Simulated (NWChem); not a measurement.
Species: C$_{2}$H$_{5}$NOSi; SMILES N#CC[SiH2]O

```xyz
10

N      0.3299     2.8583     0.0000
C     -0.1949     1.8255     0.0000
C     -0.8013     0.5108     0.0000
Si     0.4891    -0.8758     0.0000
O     -0.4339    -2.2593     0.0000
H     -1.4443     0.3920     0.8875
H     -1.4443     0.3920    -0.8875
H      1.3440    -0.7622    -1.2184
H      1.3440    -0.7622     1.2184
H      0.0162    -3.1085     0.0000
```
Atoms are numbered in this order, from 1.

Program: NWChem. Pople sets run with spherical d functions. Structure relaxed at the PBE0/def2-SVP level. Atomic charges in e: unrestrained fits to the electrostatic potential beside Mulliken populations; buried atoms are poorly determined by the fit.

Estimate the computed values for Hartree-Fock/6-31G*. Quantities: ESP N1; Mulliken N1; ESP C2; Mulliken C2; ESP C3; Mulliken C3; ESP Si4; Mulliken Si4; ESP O5; Mulliken O5; relative RMS misfit of the potential (%).


```json
{
  "ESP N1": "-0.47",
  "Mulliken N1": "-0.41",
  "ESP C2": "0.28",
  "Mulliken C2": "0.27",
  "ESP C3": "-0.16",
  "Mulliken C3": "-0.69",
  "ESP Si4": "0.88",
  "Mulliken Si4": "1.07",
  "ESP O5": "-0.80",
  "Mulliken O5": "-0.90",
  "relative RMS misfit of the potential (%)": "17"
}
```
